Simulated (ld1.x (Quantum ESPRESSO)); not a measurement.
Ir (Z = 77): one change to an ultrasoft potential, before and after

| Property | Result |
| --- | --- |
| Element | iridium (Ir) |
| Generator | ld1.x (Quantum ESPRESSO) 7.5 |
| Type | ultrasoft |
| Functional | LDA (PZ) |
| Relativity | fully relativistic |
| Frozen core | [Xe] 4f14 |
| Valence charge | 9 |
| Reference configuration | 5d7 6s2 6p0 |
| Partial waves | 6s (bound): rcut 2.00, rcutus 2.35 bohr; 6s channel at 0.05 Ry: rcut 2.00, rcutus 2.35 bohr; 6p (bound, empty): rcut 3.30, rcutus 3.80 bohr; 6p channel at 0.8 Ry: rcut 3.30, rcutus 3.80 bohr; 5d (bound): rcut 2.00, rcutus 2.50 bohr; 5d channel at 2.1 Ry: rcut 2.00, rcutus 2.50 bohr |
| Local potential | all-electron potential smoothed inside 2.50 bohr (lloc = -1) |
| Core correction | Bessel-smoothed model core, default radius (core density twice the valence density) |
| Augmentation charge | PSQ, radius 2.10 bohr |

Open shells are filled in proportion to 2j + 1 (rel_dist='average').

All-electron outer shells of the reference configuration (LDA (PZ), scalar-relativistic, ld1.x):

| shell | level (eV) | outermost node (bohr) | outermost maximum (bohr) |
| --- | --- | --- | --- |
| 4f | -62.55 | – | 0.39 |
| 5p | -54.92 | 0.54 | 1.01 |
| 5d | -7.36 | 0.59 | 1.31 |
| 6s | -6.59 | 1.17 | 2.38 |
| 6p | -1.35 | 1.39 | 3.43 |

Change: local potential all-electron potential smoothed inside 1.92 bohr (lloc = -1).

Cutoffs: the cutoffs (Ry, on a coarse ladder) from which the occupation-weighted sum of valence levels, in a spherical-Bessel basis at the reference potential, stays within 10 and 1 mRy of its value at 400 Ry; they do not see the model core or the augmentation charge, which bear on the density cutoff. Errors are all-electron minus pseudo energies relative to the spin-unpolarised reference configuration.

Predict the effect on cutoff, ghosts and configuration errors.

The potential gets neither clearly harder nor softer (18 Ry and 30 Ry → 18 Ry and 30 Ry); a bound ghost appears in s, which as a rule spoils a file; of the 7 tests that both files solve, the error grows in 0 and shrinks in 3 by more than 15 % and 0.3 meV (median size 21.6 → 17.5 meV); the range in which the s phases agree widens (upper end 2.5 → 4.4). A state that the projectors do not describe sees the local part alone, so a deeper or shallower local part can create or remove a ghost.

| quantity | base | changed |
| --- | --- | --- |
| cutoff, loose | 18 Ry | 18 Ry |
| cutoff, tight | 30 Ry | 30 Ry |
| bound ghosts | none | s |
| error for 5d7 6s1 6p0, meV [ΔE 10.19 eV] | -3.0 | -1.4 |
| error for 5d7 6s0 6p0, meV [ΔE 28.04 eV] | -18 | -9.8 |
| error for 5d6 6s0 6p0, meV [ΔE 58.88 eV] | -89 | -83 |
| error for 5d5 6s0 6p0, meV [ΔE 102.74 eV] | -357 | -363 |
| error for 5d6 6s2 6p1, meV [ΔE 7.13 eV] | -22 | -17 |
| error for 5d6 6s2 6p0, meV [ΔE 12.43 eV] | -25 | -26 |
| error for 5d7.5 6s1.5 6p0, meV [ΔE -0.26 eV] | -3.9 | -4.1 |
| s: phases at 4.11 bohr within 0.05 rad from the reference energy up to (Ry; the scan ends near 5) | 2.5 | 4.4 |
| p1/2: phases at 4.11 bohr within 0.05 rad from the reference energy up to (Ry; the scan ends near 5) | 1.5 | 1.5 |
| p3/2: phases at 4.11 bohr within 0.05 rad from the reference energy up to (Ry; the scan ends near 5) | 1.7 | 1.8 |
| d3/2: phases at 4.11 bohr within 0.05 rad from the reference energy up to (Ry; the scan ends near 5) | 3.2 | 3.2 |
| d5/2: phases at 4.11 bohr within 0.05 rad from the reference energy up to (Ry; the scan ends near 5) | 3.3 | 3.2 |
| lowest overlap eigenvalue by channel | s 0.42, p1/2 0.40, p3/2 0.47, d3/2 0.86, d5/2 0.86 | s 0.39, p1/2 0.14, p3/2 0.33, d3/2 0.80, d5/2 0.81 |

Changed file: These tests converged, but a pseudo level misses the all-electron one widely, so the file describes the atom poorly there or has found another state: 5d5 6s0 6p0: empty 6p by 9.0 eV (a node warning on the way). A true bound ghost makes a file unfit for plane-wave use even where its test errors are small: the radial tests pick states by their node count and pass the ghost by.
